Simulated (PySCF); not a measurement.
Vertical excitations of a molecule C3H4F2O from TDA-PBE0/def2-SVPD (PySCF), as energy in eV (oscillator strength): 4.24 (0.000), 7.53 (0.000), 7.63 (0.039), 8.37 (0.030), 8.59 (0.001), 8.60 (0.029), 8.69 (0.003), 8.95 (0.151), 9.22 (0.021), 9.26 (0.000). Lowest triplet (TDA): 3.55 eV. Geometry optimised at B3LYP-D3(BJ)/def2-SVP. Other conformers were not sampled.

Which molecule gave these data?
A. FC1(F)CCO1
B. CC(=O)C(F)F
C. O=CCC(F)F
D. CO/C(F)=C/F

B, CC(=O)C(F)F
